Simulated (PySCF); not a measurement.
Al(NHMe)(OH)2 (CH6AlNO2), SMILES [NH]([Al]([OH])[OH])C. Atoms are numbered in the order given.

```xyz
11

Al     0.0116     0.5294     0.0000
N      0.7297    -1.0894     0.0000
C      0.0141    -2.3549     0.0000
H      1.7375    -1.2166     0.0000
H      0.2369    -2.9736    -0.8910
H      0.2369    -2.9736     0.8910
H     -1.0713    -2.1706     0.0000
O     -1.6885     0.6155     0.0000
H     -2.1844     1.4379     0.0000
O      0.9171     1.9726     0.0000
H      1.8722     2.0644     0.0000
```
Charge 0, spin multiplicity 1.

The structure is a stationary point at B3LYP-D3(BJ)/def2-SVP. The structure was generated by enumeration; whether it is a known compound was not checked. Other conformers were not sampled.

Two levels are set side by side: PBE/pcSseg-1 (PySCF) and PBE0/pcSseg-1 (PySCF). GIAO shifts against H2O (¹⁷O), NH3 (¹⁵N), TMS (¹H), TMS (¹³C) at the same level; non-relativistic, no solvent, atoms listed together averaged. Differences are taken from unrounded values.

```tsv
quantity	PBE
δ(¹⁵N) of N2 (ppm)	23.0
δ(¹³C) of C3 (ppm)	36.2
δ(¹H) of H4 (ppm)	-0.12
δ(¹H) of H9, H11 (ppm)	1.17
```

These are the PBE values. What does PBE0 give? (An estimate is asked for; the answer gives what the named calculation found.)


```json
[
 {"quantity": "δ(¹⁵N) of N2 (ppm)", "PBE0": "14.7", "PBE minus PBE0": "8.3"},
 {"quantity": "δ(¹³C) of C3 (ppm)", "PBE0": "34.5", "PBE minus PBE0": "1.7"},
 {"quantity": "δ(¹H) of H4 (ppm)", "PBE0": "-0.18", "PBE minus PBE0": "0.06"},
 {"quantity": "δ(¹H) of H9, H11 (ppm)", "PBE0": "1.30", "PBE minus PBE0": "-0.13"}
]
```

Rough cost on one machine, each run with all the roots and properties that it gave: PBE0 against PBE within a factor of 2.
